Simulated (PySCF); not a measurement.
carbon diselenide (CSe2), SMILES [Se]=C=[Se]. Atoms are numbered in the order given.

```xyz
3

Se     0.0000     0.0000     1.6827
C      0.0000     0.0000     0.0000
Se     0.0000     0.0000    -1.6827
```
Charge 0, spin multiplicity 1.

Geometry optimised at ωB97X-D3(BJ)/def2-TZVP.

Method: PBE/def2-TZVPD in PySCF.

ESP charges are fitted to the potential on shells at 1.4 to 2.0 van der Waals radii. Atomic charges (e):

```
atom  ESP fit  meta-Löwdin
----  -------  -----------
Se1       ___         0.14
C2        ___        -0.28
Se3       ___         0.14
```

Problem. Some entries are withheld; supply them. (The exact figures need the calculation; the answer reports its results.)

Solution. 
- Se1, ESP fit: 0.11
- C2, ESP fit: -0.23
- Se3, ESP fit: 0.11
